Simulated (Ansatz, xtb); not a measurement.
## Relative energy of two conformers of C2H6BrClSi

Structure X is `CC[Si@H](Cl)Br`, a singlet and structure Y is `CC[Si@H](Cl)Br`, a singlet. Both are isolated molecules in the gas phase, relaxed with B3LYP-D3(BJ)/def2-SVP.

X (Å):

```xyz
11

C     0.5888   -0.1235   -0.8924
C    -0.5708   -0.0806    0.1089
Br    0.9976   -2.1277    2.2724
Cl    1.2239    1.3829    2.3502
Si   -0.0628   -0.1877    1.9063
H     1.2950    0.7021   -0.7147
H     0.2236   -0.0394   -1.9277
H     1.1510   -1.0665   -0.8083
H    -1.1479    0.8563    0.0049
H    -1.2828   -0.9058   -0.0713
H    -1.2066   -0.1198    2.8465
```

Y (Å):

```xyz
11

C    -0.9529   -1.3187   -0.6462
C    -0.6634   -0.6347    0.6967
Br    1.3753    0.2814    3.2030
Cl    1.7353   -2.6889    1.3361
Si    1.1351   -0.7028    1.2074
H    -2.0224   -1.2562   -0.9010
H    -0.6751   -2.3835   -0.6164
H    -0.3891   -0.8512   -1.4700
H    -1.2515   -1.0920    1.5106
H    -0.9490    0.4319    0.6727
H     2.0489   -0.0213    0.2589
```

Task: Estimate which is lower in electronic energy at CCSD(T)/def2-SVP + ΔMP2/def2-TZVPP, and by roughly how much.

Result: Too close to call at this level: CCSD(T)/def2-SVP + ΔMP2/def2-TZVPP gives E(Y) − E(X) = +1.02 kJ/mol.

Level by level:

```
                             level               geometry  E(Y) − E(X) (kJ/mol)  departure from the last row (kJ/mol)  job, with rough time for the two
             B3LYP-D3(BJ)/def2-SVP  B3LYP-D3(BJ)/def2-SVP                   +1.99                                 +0.97             optimisation, 1.9 min
                       HF/def2-SVP  B3LYP-D3(BJ)/def2-SVP                   +0.65                                 −0.36           part of the CCSD(T) run
                      MP2/def2-SVP  B3LYP-D3(BJ)/def2-SVP                   +1.86                                 +0.84           part of the CCSD(T) run
                  CCSD(T)/def2-SVP  B3LYP-D3(BJ)/def2-SVP                   +1.65                                 +0.64                      single point
CCSD(T)/def2-SVP + ΔMP2/def2-TZVPP  B3LYP-D3(BJ)/def2-SVP                   +1.02                                                   single point, 1.8 min
```

The largest departure from CCSD(T)/def2-SVP + ΔMP2/def2-TZVPP is that of B3LYP-D3(BJ)/def2-SVP, 0.97 kJ/mol. Levels run at GFN2-xTB geometries aren't shown. The last row adds to CCSD(T) the change of the MP2 difference between the two basis sets, here −0.64 kJ/mol.

With thermal terms from frequencies at re-optimised GFN2-xTB minima (ideal gas, soft modes damped towards free rotors, one conformer each, 298.15 K, 1 atm): on the last row, ΔE + ΔZPE = +0.75, ΔH = +0.88, ΔG = +0.30 kJ/mol.

The correlated steps freeze 21 core orbitals; the filled d shell of Br is correlated, in a basis made for valence electrons. Run with Ansatz 0.2.0, xtb 6.7.1; the last row on 2 threads of Intel(R) Xeon(R) Processor @ 2.50GHz (Skylake/Cascade Lake) on a shared host.
